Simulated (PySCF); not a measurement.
A run for PySCF: D3(BJ) and D4 dispersion corrections on CH4 (SMILES C).

```python
from pyscf import gto
from pyscf.dispersion import dftd3, dftd4

mol = gto.M(
    atom='''
    C     0.02743030   -0.00824191    0.12951029
    H    -0.21483922   -1.06688245    0.21922513
    H    -0.37781956    0.53287977    0.98270348
    H     1.10976027    0.11449448    0.09975830
    H    -0.40412800    0.38253489   -0.79103829
    ''',
    basis='def2-svp',
    charge=0, spin=0, verbose=0, max_memory=1800)
d3, d4 = {}, {}
for xc in ['hf', 'pbe', 'blyp', 'revpbe', 'tpss', 'r2scan', 'b3lyp', 'pbe0', 'bhlyp', 'camb3lyp', 'b2plyp']:
    d3[xc] = float(dftd3.DFTD3Dispersion(mol, xc=xc, version='d3bj', atm=False).get_dispersion()['energy'])
    print(f'D3(BJ) {xc:10s} {d3[xc]:14.8f} Eh')
for xc in ['hf', 'pbe', 'blyp', 'revpbe', 'tpss', 'r2scan', 'b3lyp', 'pbe0', 'bhlyp', 'camb3lyp', 'b2plyp']:
    d4[xc] = float(dftd4.DFTD4Dispersion(mol, xc={'camb3lyp': 'cam-b3lyp'}.get(xc, xc), atm=True).get_dispersion()['energy'])
    print(f'D4     {xc:10s} {d4[xc]:14.8f} Eh')
```

The log:

```
D3(BJ) hf            -0.01381607 Eh
D3(BJ) pbe           -0.00118470 Eh
D3(BJ) blyp          -0.00239337 Eh
D3(BJ) revpbe        -0.00345544 Eh
D3(BJ) tpss          -0.00139635 Eh
D3(BJ) r2scan        -0.00028190 Eh
D3(BJ) b3lyp         -0.00191351 Eh
D3(BJ) pbe0          -0.00092197 Eh
D3(BJ) bhlyp         -0.00137944 Eh
D3(BJ) camb3lyp      -0.00071786 Eh
D3(BJ) b2plyp        -0.00079113 Eh
D4     hf            -0.00425774 Eh
D4     pbe           -0.00087352 Eh
D4     blyp          -0.00209892 Eh
D4     revpbe        -0.00406017 Eh
D4     tpss          -0.00119151 Eh
D4     r2scan        -0.00020763 Eh
D4     b3lyp         -0.00138950 Eh
D4     pbe0          -0.00070152 Eh
D4     bhlyp         -0.00083640 Eh
D4     camb3lyp      -0.00067367 Eh
D4     b2plyp        -0.00059772 Eh
```

The run finished.

Cost: roughly 0.05 core-seconds.
